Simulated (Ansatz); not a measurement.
C₃H₆AlBr, relaxed with RKS PBE-D4/def2-SVP in Ansatz 0.2.0 from a rough embedded geometry. The force threshold is 0.03 eV/Å; the program also tests the step.

Charge 0, multiplicity 1. The bonds changed during the relaxation, so this is another structure than the one it started from.

Start:

```xyz
11

C     0.204    0.611    1.257
C     0.528    0.049   -0.106
Br    2.334    0.329   -0.653
C    -0.456    0.215   -1.271
Al   -0.266   -1.706   -0.652
H     0.271    1.723    1.235
H    -0.902    0.398    1.479
H     0.804    0.172    1.996
H    -1.462    0.732   -0.913
H    -0.083    0.495   -2.209
H    -0.973   -3.019   -0.163
```

(1) By how much does the energy fall, and how many steps does the optimiser take? (An estimate is asked.)

(2) Which bonds change most? (Best estimate.)

(3) Give the relaxed structure. (Estimate.)

Answers

(1) Ansatz gave: 327.32 kJ/mol, in 35 steps, 1 of them rejected.

(2) Computed: Br3–Al5 from 3.301 to 2.282 Å; C2–C4 from 1.534 to 1.357 Å; C4–H9 from 1.186 to 1.105 Å; C1–H8 from 1.048 to 1.111 Å.

(3) Computed: 
```xyz
11

C     0.331    1.028    1.001
C    -0.157    0.125   -0.104
Br    2.118   -2.542    0.943
C    -1.104    0.517   -0.993
Al    0.495   -1.689   -0.414
H    -0.170    2.019    0.986
H     0.162    0.569    1.999
H     1.427    1.193    0.931
H    -1.464   -0.143   -1.804
H    -1.573    1.521   -0.952
H    -0.066   -2.599   -1.594
```
